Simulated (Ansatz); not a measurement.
One change: `[CH3][Ti]([OH])([OH])[OH]` becomes `[OH][Ti]([OH])([OH])[SH]`.

Ansatz, PBE0-D4/def2-TZVP geometries, multiplicity 1. Each molecule was computed in one conformer, which needn't be the lowest.

Scalar relativity is left out up to krypton.

| property | `[CH3][Ti]([OH])([OH])[OH]` |
| --- | --- |
| HOMO energy (PBE0/def2-TZVPP) / eV | -7.51 |
| LUMO energy (PBE/def2-TZVPP) / eV | -2.10 |
| LUMO energy (B3LYP/def2-TZVPP) / eV | -1.31 |
| HOMO energy (ωB97M-V/def2-TZVPP) / eV | -9.87 |
| HOMO energy (PBE/def2-TZVPP) / eV | -6.06 |
| ideal-gas entropy at 298 K and 1 bar (rigid rotor, harmonic PBE0-D4/def2-TZVP) / J/(mol·K) | 399 |

(1) What does the change do to each property? (Estimate.)

## Answers

(1) Ansatz gave: 
| property | `[OH][Ti]([OH])([OH])[SH]` | shift |
| --- | --- | --- |
| HOMO energy (PBE0/def2-TZVPP) / eV | -7.31 | 0.20 |
| LUMO energy (PBE/def2-TZVPP) / eV | -2.73 | -0.63 |
| LUMO energy (B3LYP/def2-TZVPP) / eV | -2.05 | -0.74 |
| HOMO energy (ωB97M-V/def2-TZVPP) / eV | -9.46 | 0.41 |
| HOMO energy (PBE/def2-TZVPP) / eV | -6.09 | -0.03 |
| ideal-gas entropy at 298 K and 1 bar (rigid rotor, harmonic PBE0-D4/def2-TZVP) / J/(mol·K) | 390 | -9 |

With PBE0 the HOMO rises by 0.20 eV and the LUMO falls by 0.78 eV, so the gap narrows by about 0.98 eV. PBE moves the HOMO by -0.03 eV and ωB97M-V by 0.41 eV. The zero-point energy changes by -65.7 kJ/mol with -6 modes.

B3LYP here is the variant with VWN-RPA as its local correlation; programs differ in this.
